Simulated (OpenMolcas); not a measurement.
# Mn2+ in SrF2: curves along the breathing mode

Mn2+ with its 8 nearest fluoride ions, on the Sr site of SrF2 (a = 5.796 Å, distance in the model lattice 2.510 Å). The rest of the host is ab initio model potentials to 7.6 Å and point charges beyond; the distance is set by hand and nothing relaxes. Ligand basis ANO-RCC-VDZP.

```json
{
 "Program": "OpenMolcas 26.06",
 "Method": "CASSCF",
 "Basis": "ANO-RCC-VDZP [5s4p2d1f]",
 "Scalar Hamiltonian": "DKH2, point nucleus",
 "Active space": "5 electrons in 5 orbitals (3d)",
 "State averaging": "2S+1 = 6 even, 1 root; 2S+1 = 4 even, 24 roots; 2S+1 = 2 even, 75 roots",
 "Spin-orbit coupling": "state interaction with AMFI integrals over the reference wave functions"
}
```

Spin-free energies (labels of O, the rotations of Oh) in cm-1 above the lowest fitted minimum, as all ligands move together:

```csv
R (Å),6A1,4E,4E(2)
2.199,2600,34210,41800
2.25,320,31940,39530
2.302,190,31810,39420
2.354,2020,33640,41260
2.406,5590,37210,44830
2.457,10590,42210,49840
2.509,17060,48680,56320
```

Cubic fits give the following; the wavenumber is harmonic, with the mass of all moving ligands, small differences in it between states hang on the degree of the fit, a number in brackets counts states of one label, and the table is a selection of at most 14 states with clean curves.

| State | R0 (Å) | Breathing mode (cm-1) | Minimum (cm-1) |
| --- | --- | --- | --- |
| 6A1 | 2.279 | 411 | 0 |
| 4E | 2.279 | 411 | 31620 |
| 4E(2) | 2.279 | 411 | 39220 |

Without dynamic correlation the repulsion within the d shell is too large (B by tens of per cent), so at a given field states of lower spin stand too high. Ligand-to-metal charge-transfer states are missing. With no ligand orbital active B as a rule stays too high, so bands that hang on it stand too high and its fall with covalency is understated. With metal d orbitals alone and no dynamic correlation 10Dq can be off by a tenth to a fifth, either way, in oxide and fluoride hosts. A group larger than the point group allows holds several states that coincide in this model. No measured value stands beside these numbers.
